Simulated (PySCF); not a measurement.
**Dipole response of Cr⁺ (chromium, charge +1)**

[Ar] 3d5, high-spin 6S determinant. Computed with PySCF 2.14 in aug-cc-pwCVTZ-DK with one added diffuse shell each of s, p, d, f, g type (11s10p8d5f4g, 152 functions), with the spin-free X2C one-electron Hamiltonian (Gaussian nucleus). Coupled (time-dependent) response in atomic units; α is the mean over directions.

```csv
method,mean α (bohr³),C₆ (like pair),S(−4)
r2SCANh,13.22,49.95,207.4
```

S(−4) is the Cauchy moment in α(ω) = α(0) + S(−4) ω² + …

α(iu) at r2SCANh:

```json
{"u (hartree)": "0", "α(iu) (bohr³)": "13.22"}
{"u (hartree)": "0.0500", "α(iu) (bohr³)": "12.73"}
{"u (hartree)": "0.100", "α(iu) (bohr³)": "11.54"}
{"u (hartree)": "0.200", "α(iu) (bohr³)": "8.922"}
{"u (hartree)": "0.300", "α(iu) (bohr³)": "7.047"}
{"u (hartree)": "0.500", "α(iu) (bohr³)": "4.937"}
{"u (hartree)": "0.750", "α(iu) (bohr³)": "3.573"}
{"u (hartree)": "1.00", "α(iu) (bohr³)": "2.765"}
{"u (hartree)": "1.50", "α(iu) (bohr³)": "1.841"}
{"u (hartree)": "2.00", "α(iu) (bohr³)": "1.327"}
{"u (hartree)": "3.00", "α(iu) (bohr³)": "0.7865"}
{"u (hartree)": "5.00", "α(iu) (bohr³)": "0.3699"}
```

For an ion, C₆ is the dispersion term alone; charge-induced terms of lower order in 1/R come first.
